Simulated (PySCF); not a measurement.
## Titanium: a sound run and one with changed settings

Sound run: Ti [Ar] 3d2 4s2, Ti⁺ [Ar] 3d2 4s1. All numbers are calculated (PySCF 2.14, the spin-free X2C one-electron Hamiltonian (Gaussian nucleus), in x2c-TZVPall). The sound run starts from symmetry-adapted Hartree-Fock orbitals and uses a fine grid where one is needed.

Changed run: radial step 0.5 in ln r (0.13 in the sound run). This setting is unsound on purpose.

```csv
species,method,sound run (hartree),changed run (hartree),converged
Ti,UHF,-852.73677,-852.73677,yes
Ti,M06-2X,-853.71444,-853.79203,yes
Ti,MN15,-854.03437,-854.12446,yes
Ti⁺,UHF,-852.53239,-852.53239,yes
Ti⁺,M06-2X,-853.45062,-853.53309,yes
Ti⁺,MN15,-853.77680,-853.86895,yes
```

Ionisation energy of Ti:

```csv
method,sound run (eV),changed run (eV)
UHF,5.561,5.561
M06-2X,7.179,7.046
MN15,7.009,6.953
```

A coarse radial grid mis-integrates the density and the exchange-correlation energy, with errors of either sign; Hartree-Fock needs no grid.

For comparison, NIST gives 6.828 eV between the lowest levels.
